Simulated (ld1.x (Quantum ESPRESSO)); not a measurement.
**Before and after: TM potential for lanthanum (La)**

ld1.x (Quantum ESPRESSO) 7.5 input, shortened:

```
&input
   title='La', zed=57., rel=2, dft='PBESOL', iswitch=3,
   config='[Xe] 4f0 5d1 6s0 6p0', rel_dist='average'
 /
 &inputp
   pseudotype=2, tm=.true., lloc=0,
   nlcc=.false.
 /
4
5P  2  1   6.00   0.00  2.90  2.90  0.0
5D  3  2   1.00   0.00  3.70  3.70  0.0
4F  4  3   0.00   0.00  0.85  0.85  0.0
6S  1  0   0.00   0.00  2.95  2.95  0.0
 &test
   configts(1)='4f0 5p6 5d1 6s0 6p0'
 /
```

Open shells are filled in proportion to 2j + 1 (rel_dist='average').

Change: core correction a·sin(br)/r model core inside 0.60 bohr.

Cutoffs: the cutoffs (Ry, on a coarse ladder) from which the occupation-weighted sum of valence levels, in a spherical-Bessel basis at the reference potential, stays within 10 and 1 mRy of its value at 400 Ry; they do not see the model core or the augmentation charge, which bear on the density cutoff. Errors are all-electron minus pseudo energies relative to the spin-unpolarised reference configuration.

Task: What does the change do?

Result: The potential gets neither clearly harder nor softer (12 Ry and 21 Ry → 12 Ry and 21 Ry); of the 7 tests that both files solve, the error grows in 3 and shrinks in 3 by more than 15 % and 0.3 meV (median size 20.6 → 32.5 meV); neither file shows a bound ghost. A model core, the more so a compact one, raises the density cutoff, which this test does not measure.

| quantity | base | changed |
| --- | --- | --- |
| cutoff, loose | 12 Ry | 12 Ry |
| cutoff, tight | 21 Ry | 21 Ry |
| bound ghosts | none | none |
| error for 4f0 5p6 5d1 6s2 6p0, meV [ΔE -16.84 eV] | +60 | +22 |
| error for 4f0 5p6 5d1 6s1 6p0, meV [ΔE -10.85 eV] | +21 | +3.3 |
| error for 4f0 5p6 5d0 6s0 6p0, meV [ΔE 18.90 eV] | -11 | -39 |
| error for 4f0 5p6 5d2 6s0 6p0, meV [ΔE -10.79 eV] | -17 | -32 |
| error for 4f0 5p6 5d0 6s2 6p1, meV [ΔE -14.53 eV] | -392 | -438 |
| error for 4f0 5p6 5d2 6s1 6p0, meV [ΔE -16.03 eV] | +33 | -1.1 |
| error for 4f0 5p6 5d0 6s2 6p0, meV [ΔE -10.45 eV] | -9.4 | -48 |
| s: phases at 4.01 bohr within 0.05 rad from the reference energy up to (Ry; the scan ends near 5) | n/a | n/a |
| p1/2: phases at 4.01 bohr within 0.05 rad from the reference energy up to (Ry; the scan ends near 5) | -1.3 | -1.3 |
| p3/2: phases at 4.01 bohr within 0.05 rad from the reference energy up to (Ry; the scan ends near 5) | -1.2 | -1.2 |
| d3/2: phases at 4.01 bohr within 0.05 rad from the reference energy up to (Ry; the scan ends near 5) | -0.2 | -0.2 |
| d5/2: phases at 4.01 bohr within 0.05 rad from the reference energy up to (Ry; the scan ends near 5) | -0.1 | -0.1 |
| f5/2: phases at 4.01 bohr within 0.05 rad from the reference energy up to (Ry; the scan ends near 5) | -0.7 | -0.7 |
| f7/2: phases at 4.01 bohr within 0.05 rad from the reference energy up to (Ry; the scan ends near 5) | -0.7 | -0.7 |

Base: The cutoffs count occupied waves only; the empty 4f level needs 300 Ry at the loose tolerance. Changed file: The cutoffs count occupied waves only; the empty 4f level needs 300 Ry at the loose tolerance.
